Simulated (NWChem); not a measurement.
Everything below was run with NWChem. System: H3AlO3, charge 0, spin multiplicity 1, at a geometry optimised with PBE0/def2-SVP. The structure started from a generated list of species. Level: RHF/def2-TZVP.

Input file:

```
start mol
memory heap 200 mb stack 900 mb global 1100 mb
geometry units angstroms nocenter noautoz
  Al     0.000048    -0.000032     0.000000
  O      1.466416     0.851241     0.000000
  H      1.523261     1.807623     0.000000
  O     -1.470266     0.844379     0.000000
  H     -2.327114     0.415748     0.000000
  O      0.003835    -1.695557     0.000000
  H      0.803348    -2.223456     0.000000
  symmetry group Cs
end
basis spherical
  * library def2-tzvp
end
scf
  rhf
  nopen 0
  maxiter 100
  thresh 1e-7
  semidirect memsize 60000000 filesize 0
end
task scf energy
```

NWChem printed:

```
             Northwest Computational Chemistry Package (NWChem) 7.3.0
             --------------------------------------------------------

                                NWChem Input Module
                                -------------------

 Scaling coordinates for geometry "geometry" by  1.889725989
 (inverse scale =  0.529177249)

 Turning off AUTOSYM since
 SYMMETRY directive was detected!

                             Geometry "geometry" -> ""
                             -------------------------

 Output coordinates in angstroms (scale by  1.889725989 to convert to a.u.)

  No.       Tag          Charge          X              Y              Z
 ---- ---------------- ---------- -------------- -------------- --------------
    1 Al                  13.0000     0.00004800    -0.00003200     0.00000000
    2 O                    8.0000     1.46641600     0.85124100     0.00000000
    3 H                    1.0000     1.52326100     1.80762300     0.00000000
    4 O                    8.0000    -1.47026600     0.84437900     0.00000000
    5 H                    1.0000    -2.32711400     0.41574800     0.00000000
    6 O                    8.0000     0.00383500    -1.69555700     0.00000000
    7 H                    1.0000     0.80334800    -2.22345600     0.00000000

 Effective nuclear repulsion energy (a.u.)     161.7097545470

            Nuclear Dipole moment (a.u.)
            ----------------------------
        X                 Y               Z
 ---------------- ---------------- ----------------
    -0.0000018897     0.0000056692     0.0000000000

      Symmetry information
      --------------------

 Group name             Cs
 Group number              2
 Group order               2
 No. of unique centers     7

      Symmetry unique atoms

     1    2    3    4    5    6    7


 Summary of "ao basis" -> "" (spherical)
 ------------------------------------------------------------------------------
       Tag                 Description            Shells   Functions and Types
 ---------------- ------------------------------  ------  ---------------------
 *                         def2-tzvp                  on all atoms

 Summary of "ao basis" -> "ao basis" (spherical)
 ------------------------------------------------------------------------------
       Tag                 Description            Shells   Functions and Types
 ---------------- ------------------------------  ------  ---------------------
 Al                        def2-tzvp                13       37   5s5p2d1f
 O                         def2-tzvp                11       31   5s3p2d1f
 H                         def2-tzvp                 4        6   3s1p

                                 NWChem SCF Module
                                 -----------------

  ao basis        = "ao basis"
  functions       =   148
  atoms           =     7
  closed shells   =    20
  open shells     =     0
  charge          =   0.00
  wavefunction    = RHF
  use symmetry    = T
  symmetry adapt  = T

 Summary of "ao basis" -> "ao basis" (spherical)
 ------------------------------------------------------------------------------
       Tag                 Description            Shells   Functions and Types
 ---------------- ------------------------------  ------  ---------------------
 Al                        def2-tzvp                13       37   5s5p2d1f
 O                         def2-tzvp                11       31   5s3p2d1f
 H                         def2-tzvp                 4        6   3s1p

      Symmetry analysis of basis
      --------------------------

        a'        103
        a"         45

 Forming initial guess at       0.2s

      Superposition of Atomic Density Guess
      -------------------------------------

 Sum of atomic energies:        -467.72717322

      Non-variational initial energy
      ------------------------------

 Total energy =    -468.524562
 1-e energy   =    -968.236002
 2-e energy   =     338.001685
 HOMO         =      -0.509781
 LUMO         =      -0.068682

      Symmetry analysis of molecular orbitals - initial
      -------------------------------------------------

  Numbering of irreducible representations:

     1 a'          2 a"

  Orbital symmetries:

     1 a'          2 a'          3 a'          4 a'          5 a'
     6 a'          7 a'          8 a"          9 a'         10 a'
    11 a'         12 a'         13 a'         14 a'         15 a'
    16 a"         17 a'         18 a'         19 a"         20 a"
    21 a'         22 a"         23 a'         24 a'         25 a'
    26 a'         27 a'         28 a'         29 a"         30 a'

 Starting SCF solution at       4.9s

 ----------------------------------------------
         Quadratically convergent ROHF

 Convergence threshold     :          1.000E-07
 Maximum no. of iterations :          100
 Final Fock-matrix accuracy:          1.000E-09
 ----------------------------------------------

              iter       energy          gnorm     gmax       time
             ----- ------------------- --------- --------- --------
                 1     -468.4198092552  1.63D+00  2.58D-01      5.3
                 2     -468.5402868936  3.32D-01  1.03D-01      5.9
                 3     -468.5490880958  6.88D-02  1.71D-02      6.2
                 4     -468.5496517804  2.33D-03  5.14D-04      7.3
                 5     -468.5496524364  2.72D-06  5.64D-07      9.1
                 6     -468.5496524364  5.50D-09  1.16D-09     10.8

       Final RHF  results
       ------------------

         Total SCF energy =   -468.549652436379
      One-electron energy =   -973.354083464206
      Two-electron energy =    343.094676480805
 Nuclear repulsion energy =    161.709754547022

        Time for solution =      5.9s

       Symmetry analysis of molecular orbitals - final
       -----------------------------------------------

  Numbering of irreducible representations:

     1 a'          2 a"

  Orbital symmetries:

     1 a'          2 a'          3 a'          4 a'          5 a'
     6 a"          7 a'          8 a'          9 a'         10 a'
    11 a'         12 a'         13 a'         14 a'         15 a'
    16 a'         17 a'         18 a"         19 a"         20 a"
    21 a'         22 a"         23 a'         24 a'         25 a'
    26 a'         27 a'         28 a'         29 a"         30 a"

             Final eigenvalues
             -----------------

              1
    1  -58.4672
    2  -20.5376
    3  -20.5376
    4  -20.5375
    5   -4.8820
    6   -3.1999
    7   -3.1976
    8   -3.1976
    9   -1.3133
   10   -1.2986
   11   -1.2986
   12   -0.7019
   13   -0.6703
   14   -0.6703
   15   -0.5243
   16   -0.5221
   17   -0.5221
   18   -0.5191
   19   -0.4924
   20   -0.4924
   21    0.0863
   22    0.1260
   23    0.1509
   24    0.1509
   25    0.1986
   26    0.2288
   27    0.2288
   28    0.3178
   29    0.3554
   30    0.3628

                       ROHF Final Molecular Orbital Analysis
                       -------------------------------------

 Vector   18  Occ=2.000000D+00  E=-5.191123D-01  Symmetry=a"
              MO Center= -4.8D-05, -3.4D-04,  4.9D-15, r^2= 3.4D+00
   Bfn.  Coefficient  Atom+Function         Bfn.  Coefficient  Atom+Function
  ----- ------------  ---------------      ----- ------------  ---------------
    45      0.242923  2 O  pz                82      0.242936  4 O  pz
   119      0.243014  6 O  pz                48      0.225189  2 O  pz
    85      0.225200  4 O  pz               122      0.225271  6 O  pz
    51      0.154508  2 O  pz                88      0.154520  4 O  pz
   125      0.154571  6 O  pz

 Vector   19  Occ=2.000000D+00  E=-4.923856D-01  Symmetry=a"
              MO Center=  2.9D-01, -7.7D-01,  2.5D-14, r^2= 2.8D+00
   Bfn.  Coefficient  Atom+Function         Bfn.  Coefficient  Atom+Function
  ----- ------------  ---------------      ----- ------------  ---------------
   119      0.357160  6 O  pz               122      0.327835  6 O  pz
   125      0.235816  6 O  pz                45     -0.233318  2 O  pz
    48     -0.212848  2 O  pz                51     -0.158836  2 O  pz

 Vector   20  Occ=2.000000D+00  E=-4.923756D-01  Symmetry=a"
              MO Center= -2.9D-01,  7.7D-01, -3.2D-14, r^2= 2.8D+00
   Bfn.  Coefficient  Atom+Function         Bfn.  Coefficient  Atom+Function
  ----- ------------  ---------------      ----- ------------  ---------------
    82      0.340915  4 O  pz                85      0.312165  4 O  pz
    45     -0.277770  2 O  pz                48     -0.255723  2 O  pz
    88      0.227858  4 O  pz                51     -0.180627  2 O  pz

 Vector   21  Occ=0.000000D+00  E= 8.630481D-02  Symmetry=a'
              MO Center=  1.3D-04, -2.0D-04, -8.6D-16, r^2= 6.2D+00
   Bfn.  Coefficient  Atom+Function         Bfn.  Coefficient  Atom+Function
  ----- ------------  ---------------      ----- ------------  ---------------
     5      1.455077  1 Al s                 42     -0.640763  2 O  s
    79     -0.640671  4 O  s                116     -0.640833  6 O  s
    71      0.282643  3 H  s                108      0.282718  5 H  s
   145      0.282792  7 H  s

 Vector   22  Occ=0.000000D+00  E= 1.259780D-01  Symmetry=a"
              MO Center=  8.0D-05, -5.8D-05, -3.0D-14, r^2= 6.3D+00
   Bfn.  Coefficient  Atom+Function         Bfn.  Coefficient  Atom+Function
  ----- ------------  ---------------      ----- ------------  ---------------
    20      1.183884  1 Al pz                51     -0.252539  2 O  pz
    88     -0.252532  4 O  pz               125     -0.252545  6 O  pz

 Vector   23  Occ=0.000000D+00  E= 1.508835D-01  Symmetry=a'
              MO Center=  2.2D-01, -6.5D-01,  5.3D-16, r^2= 9.2D+00
   Bfn.  Coefficient  Atom+Function         Bfn.  Coefficient  Atom+Function
  ----- ------------  ---------------      ----- ------------  ---------------
    79      1.216372  4 O  s                116     -1.106484  6 O  s
    18      0.879459  1 Al px                19     -0.774757  1 Al py
   145      0.765225  7 H  s                 71     -0.432737  3 H  s
   108     -0.332394  5 H  s                 26      0.265606  1 Al d -2
   123     -0.239147  6 O  px                50      0.233025  2 O  py

 center of mass
 --------------
 x =   0.00001324 y =   0.00000142 z =   0.00000000

 moments of inertia (a.u.)
 ------------------
         276.499545202583          -0.016869631049           0.000000000000
          -0.016869631049         276.464474849710           0.000000000000
           0.000000000000           0.000000000000         552.964020052293

  Mulliken analysis of the total density
  --------------------------------------

    Atom       Charge   Shell Charges
 -----------   ------   -------------------------------------------------------
    1 Al  13    11.97   2.00  0.65  1.34  0.45  0.05  2.93  2.28  0.83  0.67  0.12  0.31  0.20  0.15
    2 O    8     8.69   0.79  1.18  0.55  0.95  0.28  1.86  2.09  0.97  0.00  0.01  0.00
    3 H    1     0.66   0.24  0.33  0.03  0.05
    4 O    8     8.69   0.79  1.18  0.55  0.95  0.28  1.86  2.09  0.97  0.00  0.01  0.00
    5 H    1     0.66   0.24  0.33  0.03  0.05
    6 O    8     8.69   0.79  1.18  0.55  0.95  0.28  1.86  2.09  0.97  0.00  0.01  0.00
    7 H    1     0.66   0.24  0.33  0.03  0.05

       Multipole analysis of the density wrt the origin
       ------------------------------------------------

     L   x y z        total         open         nuclear
     -   - - -        -----         ----         -------
     0   0 0 0     -0.000000      0.000000     40.000000

     1   1 0 0     -0.000161      0.000000     -0.000002
     1   0 1 0     -0.000327      0.000000      0.000006
     1   0 0 1     -0.000000      0.000000      0.000000

     2   2 0 0    -20.663088      0.000000    153.119143
     2   1 1 0     -0.001498      0.000000      0.008047
     2   1 0 1     -0.000000      0.000000      0.000000
     2   0 2 0    -20.659898      0.000000    153.141912
     2   0 1 1      0.000000      0.000000      0.000000
     2   0 0 2    -19.817603      0.000000      0.000000

 Task  times  cpu:       10.8s     wall:       10.8s

 Total times  cpu:       10.9s     wall:       10.9s
```
